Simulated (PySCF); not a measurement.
Species: C2H2N2O3S2.
Numbering: `[O:1]=[S:2](=[O:3])([OH:4])[c:5]1[n:6][cH:7][s:8][n:9]1` (hydrogens: H10 on O4; H11 on C7)

Computed geometry: GFN2-xTB, gas phase.

Problem. Give the optimised bond lengths and angles.

Solution. 
```tsv
bond	length (Å)	order
O1=S2	1.428	double
S2=O3	1.416	double
S2–O4	1.597	single
S2–C5	1.786	single
C5–N6	1.342	aromatic
N6–C7	1.296	aromatic
C7–S8	1.726	aromatic
S8–N9	1.627	aromatic
C5–N9	1.298	aromatic
O4–H10	0.960	single
C7–H11	1.071	single
```

Orders are formal, as drawn. A selection of angles:
```tsv
angle	degrees
O1–S2–O3	120.6
O1–S2–O4	108.3
O1–S2–C5	107.0
O3–S2–C5	110.9
O4–S2–C5	99.6
S2–C5–N6	117.7
S2–C5–N9	123.3
N6–C5–N9	118.9
C5–N6–C7	108.9
N6–C7–S8	111.8
C7–S8–N9	90.9
C5–N9–S8	109.5
H10–O4–S2	109.6
```

Dihedral angles: O1–S2–C5–N6 71° (synclinal); H10–O4–S2–O1 -28° (synperiplanar). The mirror-image conformer, all signs reversed, is as good.

S2 (sulfonyl sulfur) is distorted tetrahedral (angles from 99.6° to 120.6°). The 5-membered ring C5–N6–C7–S8–N9 has internal angles of 90.9° to 118.9°; it is planar, 0.00 Å rms from its mean plane, widest ring torsion 0°. The C–N distances run from 1.296 Å (N6–C7, aromatic) to 1.342 Å (C5–N6, aromatic), a spread of 0.046 Å. The 3 O–S bonds span 1.416 Å (S2=O3, drawn double) to 1.597 Å (S2–O4, drawn single), a spread of 0.181 Å. The C–S distances run from 1.726 Å (C7–S8, aromatic) to 1.786 Å (S2–C5, drawn single), a spread of 0.060 Å. Of the pairs four or more bonds apart, N6···H10 is among the closest relative to their van der Waals radii: 2.82 Å, 103 % of the sum of Bondi's values.

Point group: C1 (no symmetry element, even within 0.4 Å). Not checked by GFN2-xTB frequencies. The numbers are those of one conformer (O1–S2–O4–H -28°, O1–S2–C5–N6 71°).
